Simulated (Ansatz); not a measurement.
Reaction (redistribution): `NB(S)O[SiH3]` + `B[SiH2][SiH3]` → `NBS` + `B[SiH]([SiH3])O[SiH3]`

Calculated with Ansatz (gas phase, PBE0-D4/def2-TZVP geometries, no zero-point term in ΔE). CCSD(T)/CBS is the MP2 limit (def2-TZVPP, def2-QZVPP) plus CCSD(T) − MP2 in def2-TZVPP, frozen cores. DFT in def2-TZVPP. B3LYP here is the variant with VWN-RPA as its local correlation; programs differ in this. Each species was taken in one conformer, which may not be the lowest.

```
             level  ΔE (kJ/mol)  difference from CCSD(T)/CBS
            PBE-D4         17.7                          4.4
          B3LYP-D4         12.4                         -0.9
           ωB97X-V         13.9                          0.6
             B3LYP         12.7                         -0.6
   CCSD/def2-TZVPP         14.5                          1.2
     HF/def2-QZVPP          9.6                         -3.7
    MP2/def2-QZVPP         12.3                         -1.0
SCS-MP2/def2-QZVPP          9.9                         -3.4
      HF/CBS(def2)          9.4                         -3.9
     MP2/CBS(def2)         11.9                         -1.4
       CCSD(T)/CBS         13.3                            0
```

Largest T1 diagnostic among the species: 0.014.

In def2-TZVPP, CCSD(T) changes the Hartree–Fock value by +4.5 kJ/mol (the triples alone add +1.0 kJ/mol) and MP2 by +3.1 kJ/mol.
